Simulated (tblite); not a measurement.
C5H5F2O (doublet state).
Atom-mapped SMILES: `[CH3:1][C:2](=[O:3])/[C:4]([F:5])=[CH:6]/[CH:7][F:8]` (hydrogens: H9, H10, H11 on C1; H12 on C6; H13 on C7)

Geometry (GFN2-xTB, Å), atoms numbered from 1 in this order:
```xyz
13
C5H5F2O angstrom
C     -2.3239   -0.0541    0.1304
C     -1.0349    0.4721   -0.4423
O     -0.9777    1.3253   -1.3120
C      0.1777   -0.1080    0.1085
F      0.0385   -1.0447    1.0660
C      1.4644    0.2454   -0.2982
C      2.5970   -0.2982    0.2118
F      3.7932    0.0842   -0.2209
H     -2.3510    0.1234    1.2039
H     -3.1660    0.4386   -0.3462
H     -2.3869   -1.1289   -0.0306
H      1.5210    1.0009   -1.0687
H      2.6441   -1.0556    0.9805
```

Computed with GFN2-xTB (tblite): harmonic, unscaled wavenumbers at the GFN2-xTB geometry, gas phase. Errors from tens to a few hundred cm⁻¹ against measured bands are possible. One conformer, not necessarily the lowest. Open shells enter through the occupations alone, without spin polarisation, and single modes of such species can be off by tens of per cent.

Harmonic wavenumbers (cm⁻¹): 73.4, 109.6, 112.1, 157.1, 204.2, 241.0, 335.4, 379.6, 382.9, 528.0, 575.7, 577.3, 710.5, 828.1, 934.3, 983.2, 988.7, 1053.0, 1142.7, 1183.8, 1232.1, 1295.9, 1368.8, 1377.1, 1446.2, 1450.2, 1529.9, 1665.3, 3020.8, 3030.5, 3068.5, 3084.5, 3101.1.

A = 4512, B = 1066, C = 867.2 MHz; mass 119.031 u (most abundant isotopes); point group Cs, symmetry number 1; spin multiplicity 2.

Task: Zero-point energy?

Result: Half the sum of the wavenumbers: 19086 cm⁻¹ = 228.32 kJ/mol.

Task: What is S at 298.15 K and 1 bar for an ideal gas of classical rigid rotors and harmonic oscillators?

Result: Translation 168.46, rotation 120.22, vibration 96.41, spin (R ln 2) 5.76: S = 390.9 J/(mol K).

Task: And Cp and H(298.15 K) − H(0)?

Result: Cp = 132.11 J/(mol K), of which vibrations give 98.85 (their classical limit is 33 R = 274.4); H(298.15 K) − H(0) = 25.46 kJ/mol without the zero-point energy, 15.54 from vibrations.

Task: Which modes carry the vibrational entropy at 298.15 K?

Result: 73.4 cm⁻¹: 16.99; 109.6 cm⁻¹: 13.71; 112.1 cm⁻¹: 13.52; 157.1 cm⁻¹: 10.81; 204.2 cm⁻¹: 8.77; 241.0 cm⁻¹: 7.51 J/(mol K); the other 27 give 25.10 together.

Task: Blend soft modes into free rotors: weight 1/[1 + (100 cm⁻¹/ν̃)⁴] for the oscillator and the rest for a rotor with moment μB/(μ + B), μ = h/(8π²ν), B = 10⁻⁴⁴ kg m². What vibrational entropy results?

Result: 91.79 J/(mol K) in place of 96.41, which changes −T·S at 298.15 K by +1.38 kJ/mol.

Task: What must be added to the electronic energy to get the Gibbs energy at 298.15 K and 1 bar?

Result: ZPE + [H(298.15 K) − H(0)] − T·S = 228.32 + 25.46 − 116.53 = 137.25 kJ/mol.

Task: How do the functions run with temperature in this model?

Result: 
```tsv
T (K)	S (J/(mol K))	Cp (J/(mol K))	H − H(0) (kJ/mol)	G − H(0) (kJ/mol)	ln q(vib)
100	283.9	71.7	5.00	-23.40	1.09
200	344.0	104.1	13.85	-54.95	3.23
300	391.7	132.6	25.70	-91.80	5.36
500	471.4	181.1	57.34	-178.37	9.42
800	567.4	226.2	119.12	-334.79	14.97
1000	620.0	244.9	166.34	-453.65	18.31
```

q(vib) and H(0) count from the zero-point level.

Hindered rotation and anharmonicity are outside this model. Other conformers, if any are populated, would add a mixing term that is left out.

Hardware: one thread of an Arm Neoverse V2, no GPU (shared host). Cost: 0.26 s of wall time. This covers the Hessian and the dipole derivatives.
